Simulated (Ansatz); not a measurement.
A run on C₂H₆AlCl with other settings.

```yaml
crystal:
  periodic: [false, false, false]
  atoms:
    - {symbol: C, position_ang: [-1.061326, 0.911502, 0.117644]}
    - {symbol: C, position_ang: [0.055922, 0.158219, -0.540888]}
    - {symbol: Al, position_ang: [1.411982, -0.911443, 0.402058]}
    - {symbol: Cl, position_ang: [-0.496486, -1.621132, -0.895588]}
    - {symbol: H, position_ang: [-1.958556, 0.981294, -0.503761]}
    - {symbol: H, position_ang: [-1.335023, 0.475662, 1.080313]}
    - {symbol: H, position_ang: [-0.705484, 1.930346, 0.305461]}
    - {symbol: H, position_ang: [0.291765, 0.534138, -1.535590]}
    - {symbol: H, position_ang: [1.135112, -1.213443, 1.932080]}
    - {symbol: H, position_ang: [2.745096, -1.296346, -0.358829]}
basis:
  gaussian: {orbitals: cc-pVDZ}
total_charge: -1
magnetization: {spin_polarized: true, initial_magnetization: 1}
hamiltonian: {xc: {name: B97}}
```

```sh
$ ansatz run in.yaml --threads 2 --pin off --events-out ev --progress --plain --max-ram 4352MiB
```

Output, abridged:

```
Functional definition: B97
895 factors; integrals over basis functions are off by at most 1.1e-3 eV
mean field evaluation 1: about -21283.4309 eV, gradient 2.3e1 eV
mean field evaluation 2: about -21282.1346 eV, gradient 2.8e1 eV
mean field evaluation 4: about -21286.7780 eV, gradient 1.9e0 eV
mean field evaluation 8: about -21286.9511 eV, gradient 1.2e-1 eV
mean field evaluation 16: about -21286.9513 eV, gradient 3.6e-4 eV
mean field -21286.95128523 eV, -782.2810309184 hartree, gradient 1.8e-5 eV, S^2 0.753007; 3 other end points of the search recorded, 0 dependent functions left out
reference -21286.95132169 eV, -782.2810322581 hartree; 25, 24 occupied and 69, 70 virtual orbitals, 895 factors
Total energy: -21286.95132169 eV, -782.2810322581 hartree
```

Run time 12 s (2 threads of an Arm Neoverse V1 on a shared host); peak host memory 0.35 GiB.
